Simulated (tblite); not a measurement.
C₄H₅ClF₂O.
Cartesian coordinates in Å at the GFN2-xTB level; atoms count from 1:
```xyz
13
C4H5ClF2O angstrom
C     -1.2652    0.5163   -0.6294
C     -0.6526   -0.6831    0.0703
F     -0.3664   -1.6730   -0.8375
C      0.6460   -0.3404    0.8390
F      0.2884    0.3287    1.9800
C      1.5889    0.5330    0.0353
O      1.7532    1.6977    0.1483
Cl     2.4534   -0.4132   -1.1645
H     -2.2164    0.2363   -1.0750
H     -1.4267    1.3095    0.0949
H     -0.6043    0.8769   -1.4141
H     -1.3537   -1.1212    0.7940
H      1.1510   -1.2669    1.1410
```

Computed with GFN2-xTB (tblite): harmonic, unscaled wavenumbers at the GFN2-xTB geometry, gas phase. Against measured fundamentals such values can be off by several per cent, at times by over 20. One conformer, not necessarily the lowest.

Harmonic wavenumbers (cm⁻¹): 28.0, 65.3, 128.4, 186.9, 215.3, 252.2, 307.5, 373.2, 419.4, 465.7, 496.6, 646.9, 775.8, 857.5, 927.4, 957.5, 1056.3, 1080.3, 1107.0, 1133.2, 1203.2, 1241.4, 1294.2, 1297.3, 1399.3, 1461.7, 1479.8, 1833.9, 2909.6, 2921.6, 3050.3, 3054.5, 3062.7.

A = 1983, B = 1492, C = 1112 MHz; mass 142.000 u (most abundant isotopes); point group C1, symmetry number 1.

Question: Zero-point energy?

Answer: Half the sum of the wavenumbers: 18845 cm⁻¹ = 225.44 kJ/mol.

Question: Entropy at 298.15 K, 1 bar (ideal gas, RRHO, classical rotation)?

Answer: Translation 170.66, rotation 121.21, vibration 106.24: S = 398.1 J/(mol K).

Question: And Cp and H(298.15 K) − H(0)?

Answer: Cp = 132.46 J/(mol K), of which vibrations give 99.20 (their classical limit is 33 R = 274.4); H(298.15 K) − H(0) = 25.77 kJ/mol without the zero-point energy, 15.85 from vibrations.

Question: Blend soft modes into free rotors: weight 1/[1 + (100 cm⁻¹/ν̃)⁴] for the oscillator and the rest for a rotor with moment μB/(μ + B), μ = h/(8π²ν), B = 10⁻⁴⁴ kg m². What vibrational entropy results?

Answer: 94.64 J/(mol K) in place of 106.24, which changes −T·S at 298.15 K by +3.46 kJ/mol.

Question: Which modes carry the vibrational entropy at 298.15 K?

Answer: 28.0 cm⁻¹: 24.96; 65.3 cm⁻¹: 17.95; 128.4 cm⁻¹: 12.43; 186.9 cm⁻¹: 9.45; 215.3 cm⁻¹: 8.36; 252.2 cm⁻¹: 7.18 J/(mol K); the other 27 give 25.91 together.

Question: How do the functions run with temperature in this model?

Answer: 
| T (K) | S (J/(mol K)) | Cp (J/(mol K)) | H − H(0) (kJ/mol) | G − H(0) (kJ/mol) | ln q(vib) |
| --- | --- | --- | --- | --- | --- |
| 150 | 323.4 | 89.2 | 9.29 | -39.22 | 3.09 |
| 250 | 376.0 | 118.8 | 19.72 | -74.29 | 5.34 |
| 400 | 440.9 | 159.5 | 40.66 | -135.70 | 8.52 |
| 600 | 513.8 | 200.1 | 76.90 | -231.39 | 12.48 |
| 900 | 602.7 | 237.3 | 143.04 | -399.39 | 17.85 |

q(vib) and H(0) count from the zero-point level.

Question: What must be added to the electronic energy to get the Gibbs energy at 298.15 K and 1 bar?

Answer: ZPE + [H(298.15 K) − H(0)] − T·S = 225.44 + 25.77 − 118.70 = 132.51 kJ/mol.

Hindered rotation and anharmonicity are outside this model. Other conformers, if any are populated, would add a mixing term that is left out. The structure is chiral; the term R ln 2 for an equal mix with its mirror image is left out.
